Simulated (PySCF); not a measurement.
Job file and geometry (Å, from GFN2-xTB) of an NMR shielding run on `InChI=1S/C3H10BClN/c1-6(2,3)4-5/h4H,1-3H3/q+1`, GIAO PBE0/pcSseg-1 NMR shielding, non-relativistic, gas phase (PySCF); density fitting, a coarse starting grid and PySCF grid level 2 are the driver's defaults:

```
$ OMP_NUM_THREADS=1 python probes_run.py task.json out

{"job": {"kind": "nmr", "xc": "PBE0", "basis": "pcSseg-1"}, "charge": 1, "multiplicity": 1}
C     -0.977054     0.624814    -0.851884
N      0.014621     0.039611     0.078248
C      1.153241    -0.485415    -0.708693
C     -0.620100    -1.085480     0.797603
B      0.522954     1.142458     1.065288
Cl     1.259135     2.482093     0.444751
H     -1.821716     1.025129    -0.294408
H     -1.338861    -0.141962    -1.536358
H     -0.525942     1.428593    -1.429207
H      1.615167     0.313230    -1.284698
H      0.804136    -1.258476    -1.392787
H      1.900203    -0.915586    -0.044171
H     -1.470215    -0.730893     1.376155
H      0.092952    -1.548655     1.475965
H     -0.967164    -1.835382     0.087606
H      0.351043     0.954867     2.205179
```

**Question.** Write the output of this run.

**Answer.** 
```
coarse grid: 13232 points
cycle   1  E = -659.4110969590  dE =  8.748e-01  |g| = 3.992e-01  |ddm| = 3.245e+00
cycle   2  E = -659.3765730881  dE =  3.452e-02  |g| = 5.873e-01  |ddm| = 8.100e-01
cycle   3  E = -659.4497843464  dE = -7.321e-02  |g| = 3.951e-02  |ddm| = 4.207e-01
cycle   4  E = -659.4500458120  dE = -2.615e-04  |g| = 1.810e-02  |ddm| = 4.378e-02
cycle   5  E = -659.4501226886  dE = -7.688e-05  |g| = 4.396e-03  |ddm| = 1.662e-02
cycle   6  E = -659.4501273027  dE = -4.614e-06  |g| = 4.053e-04  |ddm| = 3.889e-03
final grid: 121296 points
cycle   7  E = -659.4806448655  dE = -4.833e-05  |g| = 8.468e-03  |ddm| = 2.638e-02
cycle   8  E = -659.4806436039  dE =  1.262e-06  |g| = 8.545e-03  |ddm| = 1.225e-02
cycle   9  E = -659.4806616683  dE = -1.806e-05  |g| = 9.703e-04  |ddm| = 6.532e-03
cycle  10  E = -659.4806618398  dE = -1.715e-07  |g| = 3.151e-04  |ddm| = 9.908e-04
cycle  11  E = -659.4806618596  dE = -1.984e-08  |g| = 5.691e-05  |ddm| = 2.216e-04
cycle  12  E = -659.4806618603  dE = -6.719e-10  |g| = 1.199e-05  |ddm| = 5.749e-05
converged SCF energy = -659.4806618603

GIAO shielding tensors (ppm)
atom      isotropic    diamagn.    paramagn.     s11        s22        s33       span
  0 C      137.746     250.878    -113.132    106.265    123.247    183.725     77.461
  1 N      197.904     322.901    -124.997    170.917    205.910    216.886     45.969
  2 C      137.728     250.880    -113.152    106.249    123.186    183.749     77.500
  3 C      133.896     249.906    -116.011    104.576    113.740    183.370     78.795
  4 B       41.659     196.035    -154.377    -17.551     54.462     88.064    105.615
  5 Cl     618.824    1148.886    -530.062    206.558    639.146   1010.768    804.210
  6 H       28.774      30.198      -1.424     25.095     25.427     35.800     10.706
  7 H       28.669      30.556      -1.887     25.033     26.368     34.606      9.572
  8 H       28.420      30.843      -2.422     23.392     27.962     33.906     10.515
  9 H       28.424      30.837      -2.414     23.398     27.957     33.915     10.517
 10 H       28.663      30.552      -1.889     25.033     26.356     34.599      9.567
 11 H       28.772      30.198      -1.426     25.089     25.428     35.800     10.711
 12 H       28.256      30.145      -1.889     24.378     25.294     35.095     10.716
 13 H       28.258      30.147      -1.889     24.378     25.298     35.099     10.721
 14 H       28.626      30.444      -1.818     24.848     26.464     34.567      9.719
 15 H       25.440      29.054      -3.614     22.614     25.755     27.953      5.339
```

Size and cost of the density-fitted run: 159 basis functions, 23 s wall time on 1 thread of an Arm Neoverse V1, shared host; peak memory 0.78 GiB.
